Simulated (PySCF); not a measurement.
# How methods differ on the ionisation energy of Dy⁺

Dy⁺ [Xe] 4f10 6s1 (high-spin determinant) → Dy²⁺ [Xe] 4f10 (high-spin determinant), as a difference of total energies. Calculation: PySCF 2.14, in ANO-RCC-VTZP (8s7p5d3f2g1h, 104 functions); scalar relativity by spin-free X2C-1e. Correlated levels: valence: [Kr] 4d10 frozen; valence and next inner shell: [Ar] 3d10 frozen. The calculations carry no spin-orbit coupling.

```
                                method  ionisation energy (eV)
                                   UHF                  10.800
                                   LDA                  12.107
                                   PBE                  11.904
                                  PBE0                  11.672
                                r2SCAN                  11.626
                         MP2 (valence)                  11.643
                     SCS-MP2 (valence)                  11.456
    MP2 (valence and next inner shell)                  11.694
SCS-MP2 (valence and next inner shell)                  11.506
```

**Question.** How much does correlation contribute at MP2 (valence and next inner shell)?

**Answer.** 11.694 − (10.800) = 0.894 eV, measured against UHF.

Errors of the correlated levels include the incompleteness of this basis and the frozen core.

The determinant of Dy²⁺ and of Dy⁺ mixes LS terms, which raises its energy above the lowest term, most at the Hartree-Fock and MP2 levels.

For comparison: 11.647 ± 0.02 eV (semi-empirical (NIST evaluation); NIST Atomic Spectra Database, ionization energies).
